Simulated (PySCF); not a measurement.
Bonding in `ClC(Cl)(Cl)C1=CCC1`

Species: C₅H₅Cl₃.
Numbering: `[Cl:1][C:2]([Cl:3])([Cl:4])[C:5]1=[CH:6][CH2:7][CH2:8]1` (hydrogens: H9 on C6; H10, H11 on C7; H12, H13 on C8)

Structure used (GFN2-xTB), in Å, numbered top down from 1:
```
atom  x, y, z in Å
Cl1    2.5420   -1.2266    1.1488
C2     1.8168    0.0032    0.0972
Cl3    2.3348    1.6191    0.6680
Cl4    2.4526   -0.2172   -1.5614
C5     0.3490   -0.0908    0.0961
C6    -0.5520   -0.8672    0.7017
C7    -1.7234   -0.1827    0.0560
C8    -0.6794    0.7220   -0.6484
H9    -0.4890   -1.6838    1.3958
H10   -2.3884    0.3339    0.7441
H11   -2.3092   -0.8111   -0.6107
H12   -0.6405    0.6283   -1.7309
H13   -0.7177    1.7734   -0.3741
```

Bond orders from the PBE0/pcSseg-1 density (PySCF). Isolated species at its GFN2-xTB geometry, gas phase.

**Question.** How far do the computed orders between heavy atoms stray from the drawn ones?

**Answer.** The largest departure is 0.262, at C2–C5 (drawn single, 0.738). Drawn single, order below 0.88: C2–C5 (0.738).

**Question.** Give the Mayer order of every bond between heavy atoms, beside its length.

**Answer.** 
| bond | drawn as | length (Å) | Mayer order |
| --- | --- | --- | --- |
| Cl1–C2 | single | 1.773 | 1.066 |
| C2–Cl3 | single | 1.790 | 1.078 |
| C2–Cl4 | single | 1.790 | 1.078 |
| C2–C5 | single | 1.471 | 0.738 |
| C5–C6 | double | 1.335 | 1.747 |
| C6–C7 | single | 1.503 | 1.041 |
| C7–C8 | single | 1.551 | 1.049 |
| C8–C5 | single | 1.508 | 1.047 |

By pair of heavy elements: C–Cl: all 3 within 0.02 of one another (1.066 to 1.078). C–C: lowest C2–C5 (0.738, 1.471 Å), highest C5–C6 (1.747, 1.335 Å); in 3 of the 10 pairs the longer bond (by over 0.003 Å) has the higher order (by 0.02 or more).

**Question.** And the bonds to hydrogen?

**Answer.** C–H: 0.93 to 1.03 (5 bonds).

**Question.** Sum the orders of all bonds at each heavy atom with more than one neighbour and set the sums beside the valence in the SMILES.

**Answer.** C2 3.960 (drawn 4), C5 3.532 (drawn 4), C6 3.816 (drawn 4), C7 3.944 (drawn 4), C8 3.966 (drawn 4). Orders between atoms that aren't bonded are not in these sums.

The Mayer order sums products of elements of PS (density times overlap matrix) between the two atoms' basis functions, so it depends on the basis set.
